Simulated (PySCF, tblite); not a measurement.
Species: C₄H₁₂O₂Si₂.
Cartesian coordinates in Å at the GFN2-xTB level; atoms count from 1:
```
atom  x, y, z in Å
C1    -2.2073   -0.9770    0.7206
C2    -1.4309   -0.3870    1.6120
O3    -0.3786    0.4048    1.3591
Si4    0.3547    0.8402   -0.0564
O5     1.4378    1.9450    0.4489
Si6   -1.0275    1.9499   -1.5181
C7     1.2311   -0.7168   -0.7606
C8     1.9720   -1.5313    0.2981
H9    -3.0314   -1.5899    1.0330
H10   -2.0466   -0.8595   -0.3365
H11   -1.5966   -0.5012    2.6781
H12    1.9332    1.8160    1.2552
H13   -0.4175    3.1373   -2.1183
H14   -2.2825    2.3874   -0.8921
H15   -1.4323    1.0840   -2.6366
H16    0.5031   -1.3657   -1.2509
H17    1.9388   -0.4147   -1.5344
H18    1.2863   -1.8583    1.0778
H19    2.4310   -2.4146   -0.1438
H20    2.7580   -0.9378    0.7617
```

The calculation used PBE0/pcSseg-1 in PySCF (dipole) on a GFN2-xTB geometry, gas phase.

Masses are those of the commonest isotopes; rigid-rotor values at the optimised geometry. The values belong to one conformer with, in the numbering `[CH2:1]=[CH:2][O:3][Si@:4]([OH:5])([SiH3:6])[CH2:7][CH3:8]`, C1–C2–O3–Si4 -4°, C2–O3–Si4–O5 174°, O3–Si4–O5–H 41°, O3–Si4–C7–C8 -43°.

**Question.** What are A, B and C (MHz)?

**Answer.** Ia = 362.05, Ib = 415.84, Ic = 566.59 u·Å²; 505379 MHz·u·Å²/I gives A = 1396, B = 1215, C = 892.0 MHz.

**Question.** What kind of rotor is it?

**Answer.** An asymmetric top; Ray's κ = 0.283.

**Question.** What does the inertial defect say?

**Answer.** Not planar: Δ = Ic − Ia − Ib = -211.30 u·Å². For a rigid frame Δ = −2 Σ m c², so Σ m c² = 105.65 u·Å² lies off the ab plane: 21.28 from hydrogen and 84.37 from heavier atoms. The atom farthest from that plane is 2.04 Å away.

**Question.** Give the other two planar moments, Paa and Pbb, and the rms extents of the mass along the axes.

**Answer.** Paa = Σ m a² = (Ib + Ic − Ia)/2 = 310.19 and Pbb = Σ m b² = (Ia + Ic − Ib)/2 = 256.40 u·Å². With the mass M = 148.04 u, the rms extents √(P/M) along a, b and c are 1.45, 1.32, 0.84 Å.

**Question.** Where do the levels up to J = 2 lie, in MHz?

**Answer.** Above 0(0,0):
J = 1: 1(0,1) 2107, 1(1,1) 2288, 1(1,0) 2611
J = 2: 2(0,2) 6122, 2(1,2) 6179, 2(1,1) 7149, 2(2,1) 7691, 2(2,0) 7891

**Question.** Predict some low-J microwave lines.

**Answer.** The dipole components are |μa| = 1.68 D, |μb| = 0.04 D, |μc| = 0.08 D. The squared components, which scale the intensities, stand as 1.00 : 0.00 : 0.00 (a : b : c). Some lines, for components of 0.1 D or more:

```csv
type,branch,"J(Ka,Kc)",MHz,lower level (cm⁻¹)
a,Q,"1(1,0) ← 1(1,1)",323,0.076
a,Q,"3(2,1) ← 3(2,2)",743,0.467
a,Q,"3(1,2) ← 3(1,3)",1844,0.397
a,R,"1(0,1) ← 0(0,0)",2107,0.000
a,R,"3(2,1) ← 2(2,0)",6865,0.263
a,R,"4(0,4) ← 3(0,3)",7545,0.397
a,R,"4(2,3) ← 3(2,2)",8258,0.467
a,R,"4(1,3) ← 3(1,2)",8435,0.459
a,R,"4(3,2) ← 3(3,1)",8676,0.528
a,R,"4(2,2) ← 3(2,1)",9103,0.492
```

Its GFN2-xTB frequencies are all real (lowest 21 cm⁻¹). Constants of a rigid frame at the computed geometry: no zero-point averaging, no centrifugal distortion. A rigid rotor knows nothing of internal rotation, which can split or shift real lines.

Hardware: one thread of an Arm Neoverse N1, shared host with 64 logical CPUs at a one-minute load of 58. Cost: 92 s (with the writing of density and orbital grids), 0.96 GiB resident at most. This is the PBE0/pcSseg-1 job that gave the dipole, with the shieldings it also computed.
